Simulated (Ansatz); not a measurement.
`[F][Ti]([F])([F])[SeH]` and `CC[O][Ti]([F])([F])[F]` differ in one atom or group.

Ansatz, PBE0-D4/def2-TZVP geometries, multiplicity 1. Each molecule was computed in one conformer, which needn't be the lowest.

Scalar relativity is left out up to krypton.

```tsv
property	`[F][Ti]([F])([F])[SeH]`
LUMO energy (ωB97M-V/def2-TZVPP) / eV	-0.91
HOMO–LUMO gap (ωB97M-V/def2-TZVPP) / eV	9.08
size of the dipole moment (PBE/def2-TZVPP) / D	0.78
HOMO energy (ωB97M-V/def2-TZVPP) / eV	-9.99
HOMO energy (PBE/def2-TZVPP) / eV	-6.74
HOMO–LUMO gap (PBE/def2-TZVPP) / eV	2.63
```

Question: What does the change do to each property? (An estimate is asked.)

Answer: Ansatz gave: 
```tsv
property	`CC[O][Ti]([F])([F])[F]`	shift
LUMO energy (ωB97M-V/def2-TZVPP) / eV	0.26	1.17
HOMO–LUMO gap (ωB97M-V/def2-TZVPP) / eV	11.90	2.82
size of the dipole moment (PBE/def2-TZVPP) / D	3.65	2.87
HOMO energy (ωB97M-V/def2-TZVPP) / eV	-11.65	-1.66
HOMO energy (PBE/def2-TZVPP) / eV	-7.73	-0.99
HOMO–LUMO gap (PBE/def2-TZVPP) / eV	4.77	2.14
```

With PBE0 the HOMO falls by 1.38 eV and the LUMO rises by 1.12 eV, so the gap widens by about 2.50 eV. PBE moves the HOMO by -0.99 eV and ωB97M-V by -1.66 eV. The zero-point energy changes by 164.3 kJ/mol with +18 modes. Dipoles are sizes alone; their direction can turn.

Spin–orbit coupling is left out; it splits and shifts lone-pair levels of the heavy atoms by tenths of an eV.
